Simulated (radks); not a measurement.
Question: La+, 56 electrons, occupied as [Kr] 4d10 5s2 5p5 5d2 6s1 (not the ground configuration). All-electron calculation, scalar-relativistic Kohn-Sham, r2SCAN, spin-polarised, spherical densities, finite nucleus; open shells are filled with parallel spins first (spin-orbit coupling, left out, can overturn this in heavy ions); meta-GGA in the generalised Kohn-Sham scheme; Fermi nuclear charge, rms radius 4.855 fm. Program: a radial shooting solver on a logarithmic mesh with Libxc functionals. Some entries of the table are withheld. Estimate them.

orbital,occ.,eigenvalue (eV),<r^2> (bohr^2),<1/r> (bohr^-1)
1s up,1,-38822.62,0.0008541,62.01
1s down,1,-38822.52,0.0008541,62.01
2s up,1,-6206.395,0.01362,14.29
2s down,1,-6206.264,0.01362,14.29
2p up,3,-5560.274,0.01085,13.55
2p down,3,-5560.126,0.01085,13.55
3s up,1,-1341.462,0.09259,5.187
3s down,1,-1341.383,0.09258,5.187
3p up,3,-1133.933,0.09273,4.909
3p down,3,-1133.824,0.09272,4.909
3d up,5,-836.0647,0.07970,4.647
3d down,5,-835.9103,0.07969,4.647
4s up,1,-280.6744,0.4826,2.146
4s down,1,-280.3618,0.4830,2.144
4p up,3,-212.7592,0.5454,1.981
4p down,3,-212.4718,0.5454,1.980
4d up,5,-114.1772,0.6832,1.723
4d down,5,-113.8301,0.6805,1.724
5s up,1,-48.3548,2.734,(1)
5s down,1,-46.4051,2.691,(2)
5p up,3,-31.3119,3.633,(3)
5p down,2,-29.0163,3.525,(4)
5d up,2,-10.2476,8.013,0.4935
6s up,1,-9.4068,16.66,0.3295
5d down,0,-7.0864,8.133,0.5038
6p up,0,-5.7757,24.12,0.2738

Answer: 
(1) 5s up <1/r> (bohr^-1): 0.8449
(2) 5s down <1/r> (bohr^-1): 0.8538
(3) 5p up <1/r> (bohr^-1): 0.7275
(4) 5p down <1/r> (bohr^-1): 0.7390
